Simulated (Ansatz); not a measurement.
Program: Ansatz. Geometries: PBE0-D4/def2-TZVP. ΔE: electronic, gas phase. CBS: MP2 limit from def2 TZ/QZ plus the TZ coupled-cluster correction, frozen cores. This one scheme is used for every species. Functionals use def2-TZVPP.

Consider the ligand exchange at the Si–C bond: `C[SiH](F)Cl` + HCl → `F[SiH](Cl)Cl` + CH₄.

```tsv
level	ΔE (kJ/mol)
PBE0-D4	-92.3
ωB97M-V	-93.4
B2PLYP	-95.4
PBE-QIDH	-94.0
BLYP	-94.7
PBE0	-92.4
MP2/def2-SVP	-93.6
HF/CBS(def2)	-98.3
```

(1) What does CCSD(T)/CBS give? (Best estimate.)

(2) What do rigid-rotor, harmonic-oscillator terms from PBE0-D4/def2-TZVP frequencies (298.15 K, 1 bar) make of the CCSD(T)/CBS value? (Best estimate.)

Largest T1 diagnostic among the species: 0.010.

## Answers

(1) Computed: -92.8 kJ/mol. The listed levels differ from it by 0.5, -0.6, -2.6, -1.2, -1.9, 0.4, -0.8, -5.5 kJ/mol.

(2) Computed: ΔZPE = +8.0 kJ/mol, ΔH = -85.5 kJ/mol, ΔS = -7 J/(mol·K), ΔG = -83.3 kJ/mol.

Leaving LDA and LC-ωPBE aside and taking each functional with its dispersion term where it has one, the values, not all of them listed here, spread over 6.0 kJ/mol, from B97M-V to PBE-D4. LDA lies +4.7 kJ/mol from PBE without D4.
